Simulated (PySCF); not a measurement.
digallium oxide (Ga2O), SMILES [Ga][O][Ga] (connectivity only; charge and spin as stated), neutral, multiplicity 1.

Coordinates come from a PBE0-D3(BJ)/def2-TZVP optimisation.

The numbers are results of TDA-CAM-B3LYP/def2-SVPD (PySCF 2.14.0), not measurements.

Vertical excitations; the highest root listed may be one member of a degenerate set.  State labels are in the subgroup D2h.

```json
[
 {"state": "S1", "symmetry": "B3u", "energy (eV)": "4.86", "λ (nm)": "255", "f": "0.278", "main pairs": "HOMO→LUMO (degenerate set)"},
 {"state": "S2", "symmetry": "B2u", "energy (eV)": "4.86", "λ (nm)": "255", "f": "0.278", "main pairs": "HOMO→LUMO+1 (degenerate set)"},
 {"state": "S3", "symmetry": "B2g", "energy (eV)": "5.26", "λ (nm)": "236", "f": "0.000", "main pairs": "HOMO→LUMO+3 (degenerate set)"},
 {"state": "S4", "symmetry": "B3g", "energy (eV)": "5.26", "λ (nm)": "236", "f": "0.000", "main pairs": "HOMO→LUMO+2 (degenerate set)"},
 {"state": "S5", "symmetry": "B1u", "energy (eV)": "6.29", "λ (nm)": "197", "f": "0.000", "main pairs": "HOMO→LUMO+4 85 %"},
 {"state": "S6", "symmetry": "Au", "energy (eV)": "6.34", "λ (nm)": "195", "f": "0.000", "main pairs": "HOMO−2→LUMO+1 49 %, HOMO−3→LUMO 49 %"},
 {"state": "S7", "symmetry": "B1u", "energy (eV)": "6.36", "λ (nm)": "195", "f": "0.000", "main pairs": "HOMO−2→LUMO, HOMO−3→LUMO+1 (degenerate set)"},
 {"state": "S8", "symmetry": "Au", "energy (eV)": "6.36", "λ (nm)": "195", "f": "0.000", "main pairs": "HOMO−3→LUMO, HOMO−2→LUMO+1 (degenerate set)"},
 {"state": "S9", "symmetry": "B1u", "energy (eV)": "6.65", "λ (nm)": "186", "f": "0.876", "main pairs": "HOMO→LUMO+6 87 %"},
 {"state": "S10", "symmetry": "B3g", "energy (eV)": "6.93", "λ (nm)": "179", "f": "0.000", "main pairs": "HOMO−1→LUMO+1 98 %"},
 {"state": "T1", "symmetry": "B2u", "energy (eV)": "3.46", "λ (nm)": "359", "f": "0", "main pairs": "HOMO→LUMO+1, HOMO−1→LUMO+2 (degenerate set)"},
 {"state": "T2", "symmetry": "B3u", "energy (eV)": "3.46", "λ (nm)": "359", "f": "0", "main pairs": "HOMO→LUMO, HOMO−1→LUMO+3 (degenerate set)"},
 {"state": "T3", "symmetry": "B3g", "energy (eV)": "3.75", "λ (nm)": "331", "f": "0", "main pairs": "HOMO→LUMO+2, HOMO−1→LUMO+1 (degenerate set)"},
 {"state": "T4", "symmetry": "B2g", "energy (eV)": "3.75", "λ (nm)": "331", "f": "0", "main pairs": "HOMO→LUMO+3, HOMO−1→LUMO (degenerate set)"}
]
```
Triplets are in the Tamm–Dancoff approximation.
